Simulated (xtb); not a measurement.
carbon tetrabromide (CBr4), singlet, at a GFN2-xTB geometry, atoms displaced at random by about 0.02 Å a coordinate; xtb with GFN2-xTB.

Input for xtb:
```
$ xtb mol.xyz --gfn 2 --opt loose --json

# file mol.xyz
5

Br     1.85214781    -0.39985846    -0.14709398
C     -0.01267881     0.01648443    -0.02202589
Br    -0.31498334     1.84689050    -0.41503742
Br    -0.58792785    -0.36443465     1.81049597
Br    -0.99711320    -1.10617767    -1.22134212
```

What the program printed (banner, timings and long lists left out):

```
   ID    Z sym.   atoms
    1   35 Br     1, 3-5
    2    6 C      2

           -------------------------------------------------
          |                Calculation Setup                |
           -------------------------------------------------

           -------------------------------------------------
          |                 G F N 2 - x T B                 |
           -------------------------------------------------

          ...................................................
          :                      SETUP                      :
          :.................................................:
          :  # basis functions                  44          :
          :  # atomic orbitals                  40          :
          :  # shells                           14          :
          :  # electrons                        32          :
          :  max. iterations                   250          :
          :  Hamiltonian                  GFN2-xTB          :
          :  restarted?                      false          :
          :  GBSA solvation                  false          :
          :  PC potential                    false          :
          :  electronic temp.          300.0000000     K    :
          :  accuracy                    1.0000000          :
          :  -> integral cutoff          0.2500000E+02      :
          :  -> integral neglect         0.1000000E-07      :
          :  -> SCF convergence          0.1000000E-05 Eh   :
          :  -> wf. convergence          0.1000000E-03 e    :
          :  Broyden damping             0.4000000          :
          :  net charge                          0          :
          :  unpaired electrons                  0          :
          ...................................................

 iter      E             dE          RMSdq      gap      omega  full diag
   1    -18.2122112 -0.182122E+02  0.113E+01    4.46       0.0  T
   2    -18.2512027 -0.389915E-01  0.156E+01    3.18       1.0  T
   3    -18.3151724 -0.639696E-01  0.137E+01    3.24       1.0  T
   4    -18.4510268 -0.135854E+00  0.187E+00    3.42       1.0  T
   5    -18.4516852 -0.658359E-03  0.133E+00    3.38       1.0  T
   6    -18.4517081 -0.229457E-04  0.200E-01    3.42       1.0  T
   7    -18.4517387 -0.305224E-04  0.710E-02    3.41       1.0  T
   8    -18.4517403 -0.162943E-05  0.186E-02    3.41       2.4  T
   9    -18.4517401  0.182650E-06  0.202E-02    3.41       2.2  T
  10    -18.4517409 -0.764258E-06  0.573E-03    3.41       7.8  T
  11    -18.4517409 -0.447942E-08  0.229E-03    3.41      19.5  T
  12    -18.4517409 -0.390661E-08  0.275E-04    3.41     162.4  T
  13    -18.4517409  0.183569E-10  0.122E-04    3.41     366.1  T

   *** convergence criteria satisfied after 13 iterations ***

         :::::::::::::::::::::::::::::::::::::::::::::::::::::
         ::                     SUMMARY                     ::
         :::::::::::::::::::::::::::::::::::::::::::::::::::::
         :: total energy             -18.428264233997 Eh    ::
         :: gradient norm              0.017583254761 Eh/a0 ::
         :: HOMO-LUMO gap              3.414046767869 eV    ::
         ::.................................................::
         :: SCC energy               -18.451739586643 Eh    ::
         :: -> isotropic ES            0.009888361576 Eh    ::
         :: -> anisotropic ES          0.012204661322 Eh    ::
         :: -> anisotropic XC         -0.007878896384 Eh    ::
         :: -> dispersion             -0.007303270681 Eh    ::
         :: repulsion energy           0.023475352646 Eh    ::
         :: add. restraining           0.000000000000 Eh    ::
         :: total charge              -0.000000000000 e     ::
         :::::::::::::::::::::::::::::::::::::::::::::::::::::

      -----------------------------------------------------------
     |                   =====================                   |
     |                        A N C O P T                        |
     |                   =====================                   |
     |               Approximate Normal Coordinate               |
     |                Rational Function Optimizer                |
      -----------------------------------------------------------
      -----------------------------------------------------------
     |                   =====================                   |
     |                        A N C O P T                        |
     |                   =====================                   |
     |               Approximate Normal Coordinate               |
     |                Rational Function Optimizer                |
      -----------------------------------------------------------

          ...................................................
          :                      SETUP                      :
          :.................................................:
          :   optimization level             loose          :
          :   max. optcycles                   200          :
          :   ANC micro-cycles                  20          :
          :   degrees of freedom                 9          :
          :.................................................:
          :   RF solver                   davidson          :
          :   write xtbopt.log                true          :
          :   linear?                        false          :
          :   energy convergence         0.5000000E-04 Eh   :
          :   grad. convergence          0.4000000E-02 Eh/α :
          :   maxmium RF displ.          1.0000000          :
          :   Hlow (freq-cutoff)         0.1000000E-01      :
          :   Hmax (freq-cutoff)         5.0000000          :
          :   S6 in model hess.         20.0000000          :
          ...................................................

generating ANC from exact Hessian ...
Using Lindh-Hessian (1995)
 Shifting diagonal of input Hessian by    2.1247121235564263E-003
[...]
 * total energy  :   -18.4282642 Eh     change       -0.5375966E-10 Eh
 * total energy  :   -18.4281909 Eh     change        0.7332382E-04 Eh
 * total energy  :   -18.4290049 Eh     change       -0.8140316E-03 Eh
 * total energy  :   -18.4290356 Eh     change       -0.3068194E-04 Eh
   *** GEOMETRY OPTIMIZATION CONVERGED AFTER 4 ITERATIONS ***
[...]

 iter      E             dE          RMSdq      gap      omega  full diag
   1    -18.4489484 -0.184489E+02  0.565E-05    3.29       0.0  T
   2    -18.4489484 -0.518696E-12  0.419E-05    3.29    1067.9  T
   3    -18.4489484  0.461853E-12  0.292E-05    3.29    1530.0  T

   *** convergence criteria satisfied after 3 iterations ***

         :::::::::::::::::::::::::::::::::::::::::::::::::::::
         ::                     SUMMARY                     ::
         :::::::::::::::::::::::::::::::::::::::::::::::::::::
         :: total energy             -18.429035623839 Eh    ::
         :: gradient norm              0.003622280910 Eh/a0 ::
         :: HOMO-LUMO gap              3.285548222063 eV    ::
         ::.................................................::
         :: SCC energy               -18.448946988942 Eh    ::
         :: -> isotropic ES            0.009646399102 Eh    ::
         :: -> anisotropic ES          0.010702399270 Eh    ::
         :: -> anisotropic XC         -0.003894444576 Eh    ::
         :: -> dispersion             -0.007287079089 Eh    ::
         :: repulsion energy           0.019911365103 Eh    ::
         :: add. restraining           0.000000000000 Eh    ::
         :: total charge              -0.000000000000 e     ::
         :::::::::::::::::::::::::::::::::::::::::::::::::::::

           -------------------------------------------------
          |                Property Printout                |
           -------------------------------------------------

    * Orbital Energies and Occupations

         #    Occupation            Energy/Eh            Energy/eV
      -------------------------------------------------------------
         1        2.0000           -0.8941841             -24.3320
       ...           ...                  ...                  ...
         4        2.0000           -0.8881962             -24.1690
         5        2.0000           -0.6471021             -17.6085
         6        2.0000           -0.5816553             -15.8276
         7        2.0000           -0.5811595             -15.8142
         8        2.0000           -0.5804637             -15.7952
         9        2.0000           -0.4821295             -13.1194
        10        2.0000           -0.4814056             -13.0997
        11        2.0000           -0.4686056             -12.7514
        12        2.0000           -0.4684462             -12.7471
        13        2.0000           -0.4679941             -12.7348
        14        2.0000           -0.4619731             -12.5709
        15        2.0000           -0.4614896             -12.5578
        16        2.0000           -0.4613139             -12.5530 (HOMO)
        17                         -0.3405722              -9.2674 (LUMO)
        18                         -0.2692580              -7.3269
        19                         -0.2668659              -7.2618
        20                         -0.2653365              -7.2202
        21                         -0.0404007              -1.0994
        22                         -0.0403698              -1.0985
        23                         -0.0270726              -0.7367
        24                         -0.0266841              -0.7261
        25                         -0.0265105              -0.7214
        26                         -0.0201754              -0.5490
        27                         -0.0198267              -0.5395
       ...                                ...                  ...
        40                          0.5401948              14.6994
      -------------------------------------------------------------
                  HL-Gap            0.1207417 Eh            3.2855 eV
             Fermi-level           -0.4009430 Eh          -10.9102 eV

     #   Z          covCN         q      C6AA      α(0)
     1  35 Br       1.868    -0.053   186.503    22.020
     2   6 C        3.659     0.216    17.460     5.996
     3  35 Br       1.877    -0.051   186.440    22.016
     4  35 Br       1.863    -0.058   186.633    22.027
     5  35 Br       1.866    -0.053   186.504    22.020

 Mol. C6AA /au·bohr⁶  :       3455.189492
 Mol. C8AA /au·bohr⁸  :     208589.715351
 Mol. α(0) /au        :         94.078430

Wiberg/Mayer (AO) data.
largest (>0.10) Wiberg bond orders for each atom

 ---------------------------------------------------------------------------
     #   Z sym  total        # sym  WBO       # sym  WBO       # sym  WBO
 ---------------------------------------------------------------------------
     1  35 Br   1.151 --     2 C    0.988
     2   6 C    3.948 --     3 Br   0.992     5 Br   0.988     1 Br   0.988
                             4 Br   0.980
     3  35 Br   1.154 --     2 C    0.992
     4  35 Br   1.143 --     2 C    0.980
     5  35 Br   1.151 --     2 C    0.988
 ---------------------------------------------------------------------------

Topologies differ in total number of bonds
Writing topology from bond orders to xtbtopo.mol

molecular dipole:
                 x           y           z       tot (Debye)
 q only:        0.005       0.013      -0.022
   full:        0.000      -0.006      -0.002       0.017
molecular quadrupole (traceless):
                xx          xy          yy          xz          yz          zz
 q only:        0.015       0.003       0.061       0.026      -0.004      -0.076
  q+dip:        0.021       0.076      -0.088      -0.041      -0.021       0.067
   full:        0.013       0.054      -0.088      -0.035      -0.007       0.075

optimized geometry written to: xtbopt.xyz

           -------------------------------------------------
          | TOTAL ENERGY              -18.429035623839 Eh   |
          | GRADIENT NORM               0.003622280910 Eh/α |
          | HOMO-LUMO GAP               3.285548222063 eV   |
           -------------------------------------------------

normal termination of xtb
```
